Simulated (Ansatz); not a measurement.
`C[B](C)[InH2]` + NH₃ → `CB(C)N` + `[InH3]` at 500 K and 1 bar (cleavage of the B–In bond).

Calculated with Ansatz (gas phase, PBE0-D4/def2-TZVP geometries, no zero-point term in ΔE). CBS: MP2 limit from def2 TZ/QZ plus the TZ coupled-cluster correction, frozen cores. This one scheme is used for every species. def2 core potentials past Kr. For In outer-core shells are correlated without core-valence functions, which leaves a few kJ/mol of doubt a bond. One conformer a species, not always the lowest.

| species | CCSD(T)/CBS energy (Eh) | H − E (kJ/mol) | S (J/(mol·K)) |
| --- | --- | --- | --- |
| `C[B](C)[InH2]` | -295.49461 | 282.0 | 436.0 |
| NH₃ | -56.50880 | 108.2 | 211.8 |
| `CB(C)N` | -160.48988 | 318.4 | 371.9 |
| `[InH3]` | -191.56739 | 65.2 | 255.5 |

H − E and S are ideal-gas, rigid-rotor, harmonic terms from PBE0-D4/def2-TZVP, for one conformer and one mirror image of each species. 1 Eh = 2625.50 kJ/mol, R = 8.31446 J/(mol·K).

**Question.** By hand: ΔE, ΔH, ΔS and ΔG.

**Answer.** ΔE = (-160.48988) + (-191.56739) − (-295.49461) − (-56.50880) = -0.05386 Eh = -141.4 kJ/mol. Δ(H − E) = 318.4 + 65.2 − 282.0 − 108.2 = -6.6, so ΔH = -148.0 kJ/mol. ΔS = 371.9 + 255.5 − 436.0 − 211.8 = -20.4 J/(mol·K). ΔG = -148.0 − 500 × (-20.4)/1000 = -137.8 kJ/mol.

**Question.** By hand: the equilibrium constant, and the temperature at which ΔG would vanish if ΔH and ΔS stayed fixed.

**Answer.** log₁₀ K = −ΔG/(RT ln 10) = 14.4. ΔG = 0 at ΔH/ΔS = 7255 K, far beyond where these terms or the molecules hold.

ΔH outweighs TΔS. A doubt of 5 kJ/mol in ΔE shifts log₁₀ K by 0.5 here. Other conformers and mirror images would add mixing entropy, several J/(mol·K) or more a flexible species. These are equilibria of isolated gas molecules and say nothing of rates. Largest T1 diagnostic: 0.014 (customary marks: 0.02 for closed shells, 0.045 for open ones).
